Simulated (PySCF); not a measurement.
Electron correlation in Al³⁺ (aluminium, charge +3)

[Ne], closed-shell 1S. Computed with PySCF 2.14 in aug-cc-pCVQZ-DK, with the spin-free X2C one-electron Hamiltonian (Gaussian nucleus). Frozen: 1s2; 8 electrons correlated.

MP2 pair energies summed by pair of shells (mhartree):

```
 pair   energy  share (%)
2p-2p  -207.04       71.1
2s-2p   -73.04       25.1
2s-2s   -11.00        3.8
```

Total MP2 correlation energy: -291.08 mhartree.

Same-spin part -71.65 and opposite-spin part -219.43 mhartree; SCS-MP2 scales them by 1/3 and 6/5 to -287.20 mhartree.
